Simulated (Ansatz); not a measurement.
Conformers of CH₃BS₂ (`S=CBS`), each relaxed with PBE0-D4/def2-TZVP in Ansatz. CBS adds the triple-zeta coupled-cluster correction to the MP2 limit.

Not all of them had a frequency check.

Conformer A:

Z-matrix (Å, degrees):
```
C
B 1 1.558
S 1 1.616 2 122.4
H 1 1.094 2 119.6 3 -179.5
S 2 1.776 1 116.8 3 177.4
H 2 1.189 1 121.8 3 -2.3
H 5 1.343 2 98.4 1 -179.7
```

Conformer B:

Cartesian coordinates in Å:
```
S 0.860 -1.096 -1.935
C 0.268 -1.118 -0.431
B 0.114 0.216 0.341
S -1.249 1.286 -0.033
H 0.045 -2.075 0.049
H 0.906 0.515 1.182
H -0.945 2.272 0.828
```

Conformer C:

Cartesian coordinates in Å:
```
S -1.182 0.784 -1.443
C -0.548 -0.485 -0.674
B 0.453 -0.412 0.545
S 0.979 1.126 1.213
H -0.834 -1.479 -1.026
H 0.877 -1.409 1.043
H 0.255 1.876 0.342
```

(1) Which is lowest in electronic energy at CCSD(T)/CBS (frozen core, def2 sets), and by how much? (An estimate is asked.)

(2) Give the energies relative to C (kJ/mol) with PBE-D4/def2-TZVPP, ωB97M-V/def2-TZVPP, B2PLYP/def2-TZVPP, CCSD/def2-TZVPP, SCS-MP2/def2-QZVPP, HF/CBS(def2), MP2/CBS(def2). (Best estimate.)

Results:

(1) Ansatz gave: C; A lies 5.4 kJ/mol higher, B lies 6.3 kJ/mol higher.

(2) The calculation gave: 
```csv
level,A,B
PBE-D4/def2-TZVPP,8.7,7.2
ωB97M-V/def2-TZVPP,4.6,3.8
B2PLYP/def2-TZVPP,3.4,4.2
CCSD/def2-TZVPP,2.3,3.8
SCS-MP2/def2-QZVPP,3.2,5.2
HF/CBS(def2),-6.9,-6.6
MP2/CBS(def2),6.6,7.2
```
